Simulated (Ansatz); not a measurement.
Ansatz (an electronic-structure program) input (PBE0/6-31G*):

Ansatz 0.2 input:
```yaml
crystal:
  periodic: [false, false, false]
  atoms:
    - {symbol: N, position_ang: [0.43107025, 1.45949983, -1.10901701]}
    - {symbol: Si, position_ang: [0.09147089, -0.07482894, -0.35322510]}
    - {symbol: N, position_ang: [1.39333965, -1.15391272, -0.19792159]}
    - {symbol: N, position_ang: [-1.11291560, -0.86942231, -1.24970940]}
    - {symbol: Cl, position_ang: [-0.38610864, 0.45802260, 1.60548596]}
    - {symbol: H, position_ang: [-0.38951248, 2.05468315, -1.24450997]}
    - {symbol: H, position_ang: [2.02782310, -1.07312331, 0.57969966]}
    - {symbol: H, position_ang: [1.84821506, -1.52051388, -1.01938749]}
    - {symbol: H, position_ang: [-1.26714300, -1.85939668, -1.14285805]}
    - {symbol: H, position_ang: [-1.91658810, -0.39358204, -1.62451808]}
basis:
  gaussian:
    orbitals: 6-31G*
hamiltonian:
  xc: {name: PBE0}
magnetization: {spin_polarized: true, initial_magnetization: 1}
```

End of the output:

```
integrals: 0.04 GiB planned
897 factors; integrals over basis functions are off by at most 9.3e-4 eV
0.16 GiB of the device are held for the grids
0.66 GiB of device memory are held for the factors and their scratch space
mean field: 0.27 GiB planned
mean field evaluation 1: about -24925.5223 eV, gradient 5.7e1 eV
mean field evaluation 2: about -24910.5379 eV, gradient 7.9e1 eV
mean field evaluation 4: about -24939.7218 eV, gradient 4.5e0 eV
mean field evaluation 8: about -24939.8548 eV, gradient 1.8e-1 eV
mean field evaluation 16: about -24939.8569 eV, gradient 2.7e-3 eV
mean field -24939.85693891 eV, -916.5228376626 hartree, gradient 1.7e-5 eV, S^2 0.753436; 2 other end points of the search recorded, 0 dependent functions left out
reference -24939.85696306 eV, -916.5228385503 hartree; 29, 28 occupied and 64, 65 virtual orbitals, 897 factors
Total energy: -24939.85696306 eV, -916.5228385503 hartree
```

It need not be the lowest isomer of its formula.
